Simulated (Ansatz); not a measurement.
`[Cl][Zr]([Cl])([Cl])[Cl]` + `[CH3][GeH]([NH2])[F]` → `[F][Zr]([Cl])([Cl])[Cl]` + `[CH3][GeH]([NH2])[Cl]` at 600 K and 1 bar (redistribution).

Gas-phase electronic energies from Ansatz, PBE0-D4/def2-TZVP geometries. CBS: MP2 limit from def2 TZ/QZ plus the TZ coupled-cluster correction, frozen cores. def2 core potentials past Kr. For Ge, Zr outer-core shells are correlated without core-valence functions, which leaves a few kJ/mol of doubt a bond. Scalar relativity is left out up to krypton. One conformer a species, not always the lowest.

| species | CCSD(T)/CBS energy (Eh) | H − E (kJ/mol) | S (J/(mol·K)) |
| --- | --- | --- | --- |
| `[Cl][Zr]([Cl])([Cl])[Cl]` | -1886.41337 | 66.6 | 440.2 |
| `[CH3][GeH]([NH2])[F]` | -2272.33936 | 250.6 | 424.3 |
| `[F][Zr]([Cl])([Cl])[Cl]` | -1526.43176 | 67.4 | 438.8 |
| `[CH3][GeH]([NH2])[Cl]` | -2632.32972 | 249.9 | 436.1 |

H − E and S are ideal-gas, rigid-rotor, harmonic terms from PBE0-D4/def2-TZVP, for one conformer and one mirror image of each species. 1 Eh = 2625.50 kJ/mol, R = 8.31446 J/(mol·K).

Problem. By hand: ΔE, ΔH, ΔS and ΔG.

Solution. ΔE = (-1526.43176) + (-2632.32972) − (-1886.41337) − (-2272.33936) = -0.00875 Eh = -23.0 kJ/mol. Δ(H − E) = 67.4 + 249.9 − 66.6 − 250.6 = 0.1, so ΔH = -22.9 kJ/mol. ΔS = 438.8 + 436.1 − 440.2 − 424.3 = 10.4 J/(mol·K). ΔG = -22.9 − 600 × (10.4)/1000 = -29.1 kJ/mol.

Problem. By hand: the equilibrium constant, and the temperature at which ΔG would vanish if ΔH and ΔS stayed fixed.

Solution. log₁₀ K = −ΔG/(RT ln 10) = 2.5. ΔH and −TΔS have one sign here, so there is no such temperature.

The number of gas molecules stays the same, so ΔS is small and ΔH decides. A doubt of 5 kJ/mol in ΔE shifts log₁₀ K by 0.4 here. Other conformers and mirror images would add mixing entropy, several J/(mol·K) or more a flexible species. These are equilibria of isolated gas molecules and say nothing of rates. Largest T1 diagnostic: 0.016 (customary marks: 0.02 for closed shells, 0.045 for open ones).

ΔS is within the doubt of such terms, so its sign, and with it that verdict, could turn.
